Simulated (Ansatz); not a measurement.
```xyz
7

N     0.3681   -0.8575   -0.7994
Ta   -0.2686    0.4492    0.4936
F    -1.3657   -0.3974    1.7489
S    -1.3719    1.8880   -0.6639
Cl    1.5192    1.4270    1.5517
H     0.2222   -0.8302   -1.7972
H     0.8966   -1.6791   -0.5337
```

Total charge 0; spin multiplicity 1. Ta: def2 effective core potential.

Question: List the r2SCAN/def2-TZVPP orbital energies in eV (Ansatz 0.2.0). (An estimate is asked.)

Answer: The calculation gave: Occupied: -2753.66, -2408.55, -666.54, -386.06, -255.05, -213.01, -193.54, -193.48, -193.47, -157.01, -156.99, -156.98, -74.28, -40.80, -40.51, -40.44, -30.56, -22.76, -21.31, -17.09, -13.55, -11.95, -11.51, -11.23, -10.98, -10.14, -9.16, -8.96, -7.93, -7.84, -7.12, -6.97. Lowest empty: -2.76, -2.26, -1.78, -1.18, -0.97, -0.39, 1.45, 2.35.
